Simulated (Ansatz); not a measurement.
`O[SiH2][Zn][SiH3]`, relaxed with RKS PBE0-D4/def2-TZVP in Ansatz 0.2.0 from a PBE-D4/def2-SVP geometry. The force threshold is 0.005 eV/Å; the program also tests the step.

Total charge 0; spin multiplicity 1.

Start:

```xyz
10

O     0.453   -3.008    0.738
Si   -0.805   -1.924    0.371
Zn   -0.103    0.322   -0.151
Si    0.580    2.557   -0.686
H     0.978   -2.758    1.518
H    -1.855   -1.923    1.470
H    -1.482   -2.545   -0.824
H     2.010    2.830   -0.280
H    -0.267    3.598    0.010
H     0.491    2.850   -2.166
```

```csv
step,energy (eV),largest force (eV/Å),largest move (Å)
1,-66306.5140,0.954,0.000
2,-66306.5453,0.479,0.061
3,-66306.5520,0.173,0.026
4 (rejected),-66306.5506,0.237,0.030
5,-66306.5545,0.030,0.014
6,-66306.5546,0.011,0.004
7,-66306.5547,0.005,0.004
8,-66306.5547,0.002,0.015
9,-66306.5547,0.004,0.005
```

End:

```xyz
10

O     0.437   -2.954    0.740
Si   -0.822   -1.930    0.364
Zn   -0.122    0.322   -0.160
Si    0.585    2.555   -0.682
H     0.983   -2.714    1.489
H    -1.837   -1.938    1.466
H    -1.478   -2.576   -0.807
H     1.998    2.805   -0.273
H    -0.248    3.584    0.007
H     0.505    2.846   -2.144
```

Run time 24 s (4 threads of an Intel Xeon Platinum 8375C on a shared host); peak host memory 0.57 GiB.
